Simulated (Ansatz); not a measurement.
`COc1ccc(-c2cc(C)c(-c3cc(C)c(-c4cc(C)c(-c5cc(C)c(-c6ccc(C(F)=C(F)F)cc6)s5)s4)s3)s2)cc1`, relaxed as a singlet with RKS PBE-D4/def2-SVP in Ansatz, starting from the GFN2-xTB geometry. Force threshold 0.03 eV/Å.

Single mean-field runs in def2-SVP are fitted with def2-universal-jkfit.

Start:

Cartesian coordinates in Å:
```
C -3.168 1.122 -12.356
O -3.292 2.043 -11.299
C -2.440 1.942 -10.243
C -2.637 2.858 -9.206
C -1.840 2.828 -8.088
C -0.810 1.890 -7.958
C -0.006 1.830 -6.758
C 1.168 1.157 -6.534
C 1.643 1.229 -5.213
C 2.888 0.546 -4.758
C 0.817 1.978 -4.398
C 0.861 2.183 -2.990
C 0.052 3.008 -2.242
C 0.195 2.869 -0.854
C -0.606 3.645 0.135
C 1.137 1.913 -0.517
C 1.447 1.333 0.743
C 2.416 0.390 1.004
C 2.359 -0.166 2.289
C 3.293 -1.228 2.762
C 1.328 0.361 3.044
C 0.826 -0.023 4.318
C -0.151 0.615 5.046
C -0.572 -0.079 6.192
C -1.592 0.491 7.123
C 0.087 -1.280 6.351
C -0.107 -2.338 7.315
C 0.955 -3.175 7.676
C 0.782 -4.215 8.561
C -0.475 -4.463 9.122
C -0.716 -5.547 10.060
F -1.996 -5.682 10.481
C 0.138 -6.439 10.573
F -0.209 -7.397 11.424
F 1.440 -6.504 10.319
C -1.545 -3.645 8.748
C -1.366 -2.606 7.863
S 1.280 -1.508 5.098
S 0.464 1.591 2.155
S 1.883 1.238 -1.944
S -0.534 2.618 -5.300
C -0.617 0.985 -9.003
C -1.417 1.006 -10.128
H -3.954 1.378 -13.065
H -2.195 1.205 -12.851
H -3.314 0.094 -12.011
H -3.429 3.583 -9.304
H -2.007 3.538 -7.291
H 1.692 0.615 -7.303
H 3.452 0.184 -5.614
H 2.643 -0.304 -4.119
H 3.514 1.224 -4.180
H -0.651 3.685 -2.696
H -1.111 4.471 -0.358
H 0.028 4.037 0.929
H -1.359 3.005 0.599
H 3.137 0.093 0.261
H 4.125 -1.329 2.070
H 2.776 -2.186 2.828
H 3.680 -0.993 3.752
H -0.564 1.562 4.744
H -1.516 1.577 7.124
H -1.446 0.124 8.136
H -2.600 0.230 6.796
H 1.930 -2.996 7.249
H 1.626 -4.834 8.813
H -2.529 -3.836 9.150
H -2.218 -2.019 7.563
H 0.157 0.236 -8.929
H -1.237 0.282 -10.908
```

```csv
step,energy (eV),largest force component (eV/Å),SCF passes
1,-90153.8689,1.013,26
2,-90154.3741,0.399,21
3,-90154.4264,0.149,21
4,-90154.4401,0.136,20
5,-90154.4514,0.089,21
6,-90154.4612,0.082,21
7,-90154.4716,0.124,20
8,-90154.4771,0.101,20
9,-90154.4876,0.109,20
10,-90154.4939,0.162,19
11,-90154.4988,0.215,20
13,-90154.5118,0.227,21
15,-90154.5297,0.128,19
17,-90154.5449,0.119,19
19,-90154.5551,0.136,20
21,-90154.5656,0.150,21
23,-90154.5726,0.159,20
25,-90154.5792,0.082,20
27,-90154.5828,0.049,21
29,-90154.5852,0.051,20
31,-90154.5863,0.046,22
33,-90154.5871,0.035,21
34,-90154.5873,0.015,21
```

Force components are those of the run's own axes.

End:

Cartesian coordinates in Å:
```
C -1.215 3.742 -13.332
O -1.707 4.204 -12.088
C -1.291 3.579 -10.955
C -1.808 4.081 -9.741
C -1.438 3.508 -8.527
C -0.544 2.408 -8.467
C -0.152 1.805 -7.196
C 0.881 0.912 -6.924
C 0.990 0.517 -5.563
C 2.042 -0.432 -5.063
C 0.011 1.126 -4.758
C -0.241 1.028 -3.343
C -1.185 1.732 -2.591
C -1.209 1.416 -1.210
C -2.149 2.066 -0.235
C -0.258 0.435 -0.875
C 0.061 -0.176 0.388
C 0.989 -1.192 0.639
C 1.095 -1.587 1.996
C 2.030 -2.664 2.467
C 0.230 -0.854 2.829
C 0.021 -0.908 4.253
C -0.751 -0.047 5.038
C -0.782 -0.362 6.423
C -1.518 0.485 7.426
C -0.010 -1.496 6.723
C 0.265 -2.146 8.002
C 1.495 -2.816 8.232
C 1.775 -3.447 9.442
C 0.830 -3.435 10.500
C 1.055 -4.063 11.799
F 0.044 -3.954 12.694
C 2.142 -4.746 12.242
F 2.230 -5.272 13.452
F 3.236 -4.967 11.524
C -0.403 -2.778 10.276
C -0.680 -2.154 9.058
S 0.727 -2.146 5.272
S -0.705 0.299 1.893
S 0.646 -0.063 -2.295
S -1.024 2.164 -5.724
C -0.040 1.916 -9.693
C -0.398 2.486 -10.920
H -1.672 4.384 -14.108
H -0.107 3.829 -13.399
H -1.501 2.684 -13.525
H -2.500 4.935 -9.782
H -1.842 3.930 -7.593
H 1.576 0.556 -7.696
H 2.727 -0.724 -5.883
H 1.598 -1.362 -4.649
H 2.654 0.017 -4.252
H -1.854 2.480 -3.041
H -2.823 2.775 -0.753
H -1.602 2.631 0.551
H -2.780 1.319 0.291
H 1.588 -1.651 -0.161
H 2.674 -3.015 1.638
H 1.480 -3.544 2.863
H 2.691 -2.308 3.285
H -1.273 0.823 4.613
H -1.637 1.519 7.047
H -0.984 0.532 8.395
H -2.538 0.095 7.630
H 2.259 -2.819 7.440
H 2.744 -3.946 9.570
H -1.158 -2.771 11.074
H -1.665 -1.692 8.914
H 0.639 1.051 -9.693
H 0.016 2.066 -11.846
```

By distances, no bond broke or formed. The bond that changes most is C9–C11, from 1.38 to 1.41 Å (atoms count from 1).

No frequencies were taken in this run, so the end may be a saddle point.

It took 2.1 min on 4 threads of AMD EPYC 7R13 on a shared host and a share (37 GiB) of an NVIDIA H100 80GB HBM3.
